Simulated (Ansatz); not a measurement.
Gas-phase electronic energies from Ansatz, PBE0-D4/def2-TZVP geometries. CCSD(T)/CBS adds triple-zeta CCSD(T) − MP2 to the extrapolated MP2 energy (def2 sets, frozen cores). This one scheme is used for every species. DFT in def2-TZVPP. B3LYP here is the variant with VWN-RPA as its local correlation; programs differ in this. Elements past krypton have def2 core potentials. For Sn outer-core shells are correlated without core-valence functions, which leaves a few kJ/mol of doubt a bond. One conformer a species, not always the lowest.

Reaction (redistribution): `[F][Sn][Cl]` + `COB(C)S` → `[CH3][Sn][F]` + `COB(S)Cl`

```tsv
level	ΔE (kJ/mol)	difference from CCSD(T)/CBS
r2SCAN-D4	96.7	4.1
PBE0-D4	94.3	1.7
B3LYP-D4	97.9	5.3
ωB97X-V	93.5	0.9
B2PLYP	94.2	1.6
r2SCAN	96.6	4.0
B3LYP	98.5	5.9
HF/def2-TZVPP	97.6	5.0
MP2/def2-TZVPP	85.9	-6.7
SCS-MP2/def2-TZVPP	86.8	-5.8
CCSD(T)/def2-TZVPP	85.5	-7.1
HF/def2-QZVPP	99.0	6.4
MP2/def2-QZVPP	90.5	-2.1
HF/CBS(def2)	99.2	6.6
MP2/CBS(def2)	93.0	0.4
CCSD/CBS(def2)	93.8	1.2
CCSD(T)/CBS	92.6	0
```

Largest T1 diagnostic among the species: 0.016.

In def2-TZVPP, CCSD(T) changes the Hartree–Fock value by −12.1 kJ/mol (the triples alone add −1.2 kJ/mol) and MP2 by −11.7 kJ/mol.
